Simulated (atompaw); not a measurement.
## Plane-wave convergence, PAW (atompaw) potential for Ta (Z = 73)

atompaw 4.2.0.5 input, output lines left out:

```
Ta 73
GGA-PBE scalarrelativistic loggrid 2001 logderivrange -5 5 251
6 6 5 4 0 0
6 0 1
6 1 0
5 2 3
0 0 0
c
c
c
c
c
v
c
c
c
v
v
c
c
v
c
3
3.00 2.60 2.50 2.94
y
0.05
n
n
y
1.45
n
y
-0.05
n
custom rrkj gramschmidtortho sinc
bessel
3.00
3.00
1.80
2.65
2.50
2.50
3.00
```

The pseudo-atom Hamiltonian at the reference potential is diagonalised in spherical Bessel functions j_l(qr) that vanish at 20 bohr, with q² up to the cutoff. All-electron valence levels (Ry): 6s -0.8541, 5p -3.4267, 6p -0.4860, 5d -0.7707.

Problem. How do the lowest levels (Ry) of each channel move with the cutoff, and are there ghosts?

Solution.

```
cutoff (Ry)     s #1     p #1     p #2     p #3     d #1     d #2     f #1  Σ f·Δε (mRy)
          8  -0.8540  -1.8261  -0.4856  -0.1464  -0.7282  -0.1550  -0.0655        9731.1
         12  -0.8541  -3.1296  -0.4859  -0.1464  -0.7653  -0.1600  -0.0656        1798.9
         15  -0.8541  -3.3540  -0.4860  -0.1464  -0.7694  -0.1612  -0.0656         440.7
         21  -0.8541  -3.4201  -0.4860  -0.1464  -0.7705  -0.1628  -0.0656          40.1
         30  -0.8541  -3.4261  -0.4860  -0.1464  -0.7707  -0.1630  -0.0656           3.9
         40  -0.8541  -3.4265  -0.4860  -0.1464  -0.7708  -0.1630  -0.0656           1.4
         45  -0.8541  -3.4266  -0.4860  -0.1464  -0.7708  -0.1630  -0.0656           0.5
         55  -0.8541  -3.4266  -0.4860  -0.1464  -0.7708  -0.1630  -0.0656           0.4
        400  -0.8541  -3.4267  -0.4860  -0.1464  -0.7708  -0.1630  -0.0656           0.0
```

Result: no extra level below or beside the all-electron valence levels (s, p, d, f tested); 10 mRy is reached at 25 Ry and 1 mRy at 45 Ry.
